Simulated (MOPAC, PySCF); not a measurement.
Positional isomers: furan hydroxy+boryl. Gas-phase values, no solvent. One relaxed conformer stands for each flexible species; it need not be the lowest. Strings in code marks are SMILES.

Quantity: electronic energy of isomers of C4H5BO2 relative to `Bc1ccc(O)o1`, in kJ/mol. Semi-empirical values (MOPAC) are differences of heats of formation.

Level 1: B3LYP/6-311+G** // PBE-D3(BJ)/def2-SVP (PySCF)
Level 2: M06-2X/6-31G* // PBE-D3(BJ)/def2-SVP (PySCF)
Level 3: AM1 // PBE-D3(BJ)/def2-SVP (MOPAC)
Level 4: PM3 // PBE-D3(BJ)/def2-SVP (MOPAC)

| species | level 2 | level 3 | level 4 |
|---|---|---|---|
| `Bc1cocc1O` | 37.54 | 8.81 | -1.81 |
| `Bc1occc1O` | 10.08 | 11.34 | -5.45 |
| `Bc1cc(O)co1` | 41.69 | 18.22 | 18.29 |
| `Bc1coc(O)c1` | 28.97 | 0.01 | 4.67 |
| `Bc1ccoc1O` | 3.25 | 6.08 | -16.74 |

**Question.** What does level 1 give for each, and how far do the other levels lie from it on average?

**Answer.** 
- `Bc1cocc1O`: 41.9
- `Bc1occc1O`: 11.87
- `Bc1cc(O)co1`: 39.40
- `Bc1coc(O)c1`: 33.48
- `Bc1ccoc1O`: 12.04
Mean absolute difference from level 1, which has limits of its own, over these rows (drawn at random from the members that have all these levels): level 2 4.35 kJ/mol, level 3 18.85 kJ/mol, level 4 27.94 kJ/mol.
